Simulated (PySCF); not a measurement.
# Static response to an electric field

Compound: C4H6F4.
Atom-mapped SMILES: `[CH3:1][C:2]([CH3:3])([F:4])[C:5]([F:6])([F:7])[F:8]` (hydrogens: H9, H10, H11 on C1; H12, H13, H14 on C3)

Geometry (GFN2-xTB, Å), atoms numbered from 1 in this order:
```
atom  x, y, z in Å
C1    -0.2493    1.4579   -0.0320
C2     0.0532    0.0084   -0.3860
C3     1.3898   -0.4858    0.1496
F4     0.0532   -0.1201   -1.7662
C5    -1.0831   -0.9008    0.1237
F6    -2.2802   -0.5470   -0.3517
F7    -1.1684   -0.8422    1.4637
F8    -0.8982   -2.1852   -0.1929
H9    -1.1958    1.7590   -0.4756
H10    0.5398    2.0931   -0.4248
H11   -0.3045    1.5738    1.0466
H12    1.3922   -0.4471    1.2352
H13    1.5650   -1.5093   -0.1745
H14    2.1856    0.1449   -0.2372
```

Level: CAM-B3LYP/def2-SVPD (PySCF), static field, nuclei fixed, core orbitals frozen in the response. The polarisability tensor in these axes (au):

```
x   53.73 -0.36  0.34
y   -0.36 53.87 -0.12
z    0.34 -0.12 49.76
```

Problem. What are the eigenvalues, a third of the trace, and Δα (Δα² = ½Σ(αi − αj)² over the three pairs)?

Solution. Principal values 49.73, 53.44 and 54.19 au; mean 52.45 au = 7.77 Å³ = 8.65 × 10⁻⁴⁰ C²·m²/J; Δα = 4.13 au (8 % of the mean).

Problem. What is the dipole moment, and where does it point?

Solution. (1.85, 1.66, 1.18) D, 2.75 D in size, pointing from the negative to the positive side. Measured along this direction, the outermost atoms are F6 and F8 at the negative end and H14 and H10 at the positive end.

Problem. What are the principal values of the traceless quadrupole moment, Θ = ½Σq(3rr − r²1), about the centre of nuclear charge?

Solution. -5.54, 2.74, 2.79 D·Å. The values depend on the origin, since the dipole doesn't vanish. The electronic extent ⟨r²⟩ about the same centre is 825 bohr², a root-mean-square distance of 1.87 Å for the 66 electrons.

Problem. Estimate the molar refractivity from the static electronic polarisability.

Solution. Lorentz–Lorenz: R = (4π/3)N_A α = 2.5225 cm³/(mol·Å³) × 7.77 Å³ = 19.6 cm³/mol, in the limit of long wavelengths.

Problem. Orientational against electronic polarisability at 500 K (dilute gas, rigid molecules)?

Solution. In Gaussian units μ²/3kT = 36.51 Å³ against 7.77 Å³, a ratio of 4.70; the Debye molar polarisation (4π/3)N_A(α + μ²/3kT) is 111.7 cm³/mol, leaving out the vibrational part.

Problem. What depolarisation ratio follows for Rayleigh scattering of linearly polarised light, taking the static tensor?

Solution. ρ = 3Δα²/(45ᾱ² + 4Δα²) = 51.2/(123812 + 68.3) = 0.000413.

Problem. Find the Langevin capture rate constant for NO+ (29.998 u) meeting this molecule (130.041 u), k = 2.342 × 10⁻⁹ cm³/s × √(α in Å³ / reduced mass in u).

Solution. The reduced mass is 24.38 u, so k = 1.32 × 10⁻⁹ cm³/s. The formula leaves out the permanent dipole, which adds to the capture rate.

Geometry: GFN2-xTB; no solvent, vibrations or thermal averaging.
